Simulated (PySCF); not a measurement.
## Electron correlation in Au²⁺ (gold, charge +2)

[Xe] 4f14 5d8 6p1, one real determinant (an excited configuration). Calculation: PySCF 2.14, in def2-TZVPPD with the def2 core potential (60 electrons); a scalar-relativistic core potential. Frozen: nothing; 17 electrons correlated.

```
  level  correlation energy (mhartree)
   CCSD                        -430.29
    (T)                         -11.77
CCSD(T)                        -442.06
```

Diagnostics: T1 = 0.0085, D1 = 0.0373, largest double amplitude 0.040.

The real determinant used has ⟨L²⟩ near 14 against 20 for a pure G term, so it mixes terms. Spin-orbit coupling, absent here, splits the open shell strongly.

Cost of the coupled-cluster step: of the order of 13 core-seconds, for 17 correlated electrons.

Iterations:

```
CC2 = 0
CCSD nocc = (np.int64(10), np.int64(7)), nmo = (59, 59)
frozen orbitals [[], []]
max_cycle = 100
direct = 0
conv_tol = 1e-08
conv_tol_normt = 1e-06
diis_space = 8
diis_start_cycle = 0
Init t2, MP2 energy = -0.43175545035827
Init E_corr(UCCSD) = -0.431755450365681
cycle = 1  E_corr(UCCSD) = -0.421657705214456  dE = 0.0100977452  norm(t1,t2) = 0.0512788
cycle = 2  E_corr(UCCSD) = -0.428669857743145  dE = -0.00701215253  norm(t1,t2) = 0.0189962
cycle = 3  E_corr(UCCSD) = -0.429363825664748  dE = -0.000693967922  norm(t1,t2) = 0.0115469
cycle = 4  E_corr(UCCSD) = -0.430266610811949  dE = -0.000902785147  norm(t1,t2) = 0.00599585
cycle = 5  E_corr(UCCSD) = -0.430154014973868  dE = 0.000112595838  norm(t1,t2) = 0.00375281
cycle = 6  E_corr(UCCSD) = -0.430237484909295  dE = -8.34699354e-05  norm(t1,t2) = 0.00190352
cycle = 7  E_corr(UCCSD) = -0.430314158440743  dE = -7.66735314e-05  norm(t1,t2) = 0.000987098
cycle = 8  E_corr(UCCSD) = -0.430265506145334  dE = 4.86522954e-05  norm(t1,t2) = 0.000557348
cycle = 9  E_corr(UCCSD) = -0.430287079760247  dE = -2.15736149e-05  norm(t1,t2) = 0.000331422
cycle = 10  E_corr(UCCSD) = -0.430289690973843  dE = -2.6112136e-06  norm(t1,t2) = 0.000108442
cycle = 11  E_corr(UCCSD) = -0.43028598097809  dE = 3.70999575e-06  norm(t1,t2) = 5.65108e-05
cycle = 12  E_corr(UCCSD) = -0.430287081767096  dE = -1.10078901e-06  norm(t1,t2) = 1.79926e-05
cycle = 13  E_corr(UCCSD) = -0.430287039288037  dE = 4.24790589e-08  norm(t1,t2) = 6.0134e-06
cycle = 14  E_corr(UCCSD) = -0.4302871033288  dE = -6.40407636e-08  norm(t1,t2) = 2.57934e-06
cycle = 15  E_corr(UCCSD) = -0.43028703997201  dE = 6.33567906e-08  norm(t1,t2) = 7.07008e-07
cycle = 16  E_corr(UCCSD) = -0.430287039410413  dE = 5.61596991e-10  norm(t1,t2) = 2.96602e-07
UCCSD converged
E(UCCSD) = -133.7969871028873  E_corr = -0.4302870394104127
UCCSD(T) correction = -0.0117667506237441
```

The reference is one real determinant that mixes LS terms of this configuration.

The basis has no tight functions for the innermost shells, so their pair energies are far from complete.

This basis was not built for core-valence correlation, so the inner-shell part is incomplete.
